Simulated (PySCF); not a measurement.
# Xenon: highly charged ions in a basis for the neutral atom

Xe(10+) [Kr] 4d8, Xe(11+) [Kr] 4d7. Computed with PySCF 2.14 in x2c-TZVPall (8s6p4d2f, 60 functions), with scalar relativity by spin-free X2C-1e. No spin-orbit coupling, so a gap to NIST mixes the basis error with missing relativistic terms.

Changed run: basis of the neutral atom used for a highly charged ion. This setting is unsound on purpose.

```
species  method  sound run (hartree)  changed run (hartree)  converged
Xe(10+)     UHF              not run            -7414.18363        yes
Xe(10+)  r2SCAN              not run            -7416.71768        yes
Xe(10+)    TPSS              not run            -7416.41566        yes
Xe(11+)     UHF              not run            -7405.79989        yes
Xe(11+)  r2SCAN              not run            -7408.26326        yes
Xe(11+)    TPSS              not run            -7407.97760        yes
```

Ionisation energy of Xe(10+):

```json
{"method": "UHF", "changed run (eV)": "228.13", "NIST (eV)": "229.02 ± 0.2"}
{"method": "r2SCAN", "changed run (eV)": "230.06", "NIST (eV)": "229.02 ± 0.2"}
{"method": "TPSS", "changed run (eV)": "229.61", "NIST (eV)": "229.02 ± 0.2"}
```

The contracted functions were made for the neutral atom and can be too rigid for a highly charged ion.
